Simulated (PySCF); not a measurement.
# Ionisation energy of Se by level of theory

Se [Ar] 3d10 4s2 4p4 (3P) → Se+ [Ar] 3d10 4s2 4p3 (4S), as a difference of total energies. All numbers are calculated (PySCF 2.14, scalar relativity by spin-free X2C-1e, in ANO-RCC-VTZP (6s5p3d1f, 43 functions)). Correlated levels: valence and next inner shell: [Ne] frozen. The calculations carry no spin-orbit coupling.

| method | ionisation energy (eV) | error (eV) |
| --- | --- | --- |
| UHF | 8.546 | -1.089 |
| MP2 (valence and next inner shell) | 9.282 | -0.353 |
| SCS-MP2 (valence and next inner shell) | 9.324 | -0.311 |
| CCSD (valence and next inner shell) | 9.379 | -0.256 |
| CCSD(T) (valence and next inner shell) | 9.416 | -0.219 |

Reference: 9.635 eV (measured; NIST levels, between the centres of gravity of the two terms).

Errors of the correlated levels include the incompleteness of this basis and the frozen core.
